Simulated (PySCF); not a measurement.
## Nuclear quadrupole coupling in `C[C@@H]1C[P@]1(=O)C1CCC1`

Compound: C7H13OP.
Cartesian coordinates in Å at the GFN2-xTB level; atoms count from 1:
```xyz
22
C7H13OP angstrom
C     -2.3685    0.9432    1.1122
C     -2.1958   -0.2528    0.2132
C     -1.5841   -1.5485    0.8420
P     -0.6414   -0.8296   -0.5288
O     -0.5992   -1.4540   -1.8582
C      0.8557    0.0776    0.0218
C      2.1646   -0.6782   -0.2554
C      2.7070    0.5580   -0.9872
C      1.3005    1.1734   -0.9600
H     -1.4746    1.1181    1.7057
H     -2.5753    1.8389    0.5290
H     -3.2036    0.7777    1.7935
H     -3.0611   -0.4513   -0.4146
H     -1.2434   -1.4465    1.8622
H     -2.1224   -2.4698    0.6638
H      0.7419    0.4133    1.0503
H      2.7194   -1.0095    0.6204
H      2.0074   -1.5237   -0.9243
H      3.4262    1.1203   -0.3945
H      3.1247    0.3763   -1.9745
H      1.2232    2.1977   -0.5999
H      0.7885    1.0888   -1.9183
```

Field gradients from the PBE0/pcSseg-1 density (PySCF, non-relativistic), principal values in atomic units, ordered |Vxx| ≤ |Vyy| ≤ |Vzz|:

```tsv
atom	Vxx	Vyy	Vzz
O5	-0.4417	-0.4660	0.9076
```

Question: Find the asymmetry η = (Vxx − Vyy)/Vzz and the couplings χ = eQV/h (234.96 MHz × Q in barn × V in au), with Q(17O) = −0.0256 b.

Answer: 
```csv
atom,environment,nucleus,η,χzz (MHz),χxx (MHz),χyy (MHz)
O5,phosphoryl oxygen,17O,0.03,-5.46,2.66,2.80
```

The gradient is axial or nearly so (η below 0.05) at O5. The tensor is traceless: Vxx + Vyy + Vzz = 0.

Question: What is Vzz at O5 in SI units (1 au = 9.71736 × 10²¹ V/m²)?

Answer: 0.9076 au = 8.820 × 10²¹ V/m².

Question: What couplings would deuterons (Q(2H) = 0.00286 b) have in place of the hydrogens, at this geometry?

Answer: 
```json
{"atom": "H10", "bonded to": "C1", "bond length (Å)": "1.087", "Vzz (au)": "0.3155", "η": "0.04", "χzz (kHz)": "212"}
{"atom": "H11", "bonded to": "C1", "bond length (Å)": "1.089", "Vzz (au)": "0.3128", "η": "0.02", "χzz (kHz)": "210"}
{"atom": "H12", "bonded to": "C1", "bond length (Å)": "1.090", "Vzz (au)": "0.3091", "η": "0.02", "χzz (kHz)": "208"}
{"atom": "H13", "bonded to": "C2", "bond length (Å)": "1.087", "Vzz (au)": "0.3152", "η": "0.08", "χzz (kHz)": "212"}
{"atom": "H14", "bonded to": "C3", "bond length (Å)": "1.080", "Vzz (au)": "0.3343", "η": "0.07", "χzz (kHz)": "225"}
{"atom": "H15", "bonded to": "C3", "bond length (Å)": "1.082", "Vzz (au)": "0.3305", "η": "0.07", "χzz (kHz)": "222"}
{"atom": "H16", "bonded to": "C6", "bond length (Å)": "1.088", "Vzz (au)": "0.3140", "η": "0.03", "χzz (kHz)": "211"}
{"atom": "H17", "bonded to": "C7", "bond length (Å)": "1.088", "Vzz (au)": "0.3136", "η": "0.01", "χzz (kHz)": "211"}
{"atom": "H18", "bonded to": "C7", "bond length (Å)": "1.090", "Vzz (au)": "0.3012", "η": "0.02", "χzz (kHz)": "202"}
{"atom": "H19", "bonded to": "C8", "bond length (Å)": "1.089", "Vzz (au)": "0.3123", "η": "0.01", "χzz (kHz)": "210"}
{"atom": "H20", "bonded to": "C8", "bond length (Å)": "1.087", "Vzz (au)": "0.3141", "η": "0.00", "χzz (kHz)": "211"}
{"atom": "H21", "bonded to": "C9", "bond length (Å)": "1.089", "Vzz (au)": "0.3134", "η": "0.01", "χzz (kHz)": "211"}
{"atom": "H22", "bonded to": "C9", "bond length (Å)": "1.090", "Vzz (au)": "0.3024", "η": "0.03", "χzz (kHz)": "203"}
```

Isolated species at its GFN2-xTB geometry (one conformer only). GFN2-xTB bond lengths can be off by several hundredths of an ångström, more for odd bonds, and the gradients follow them. With so small a basis the couplings can be 20 % off.
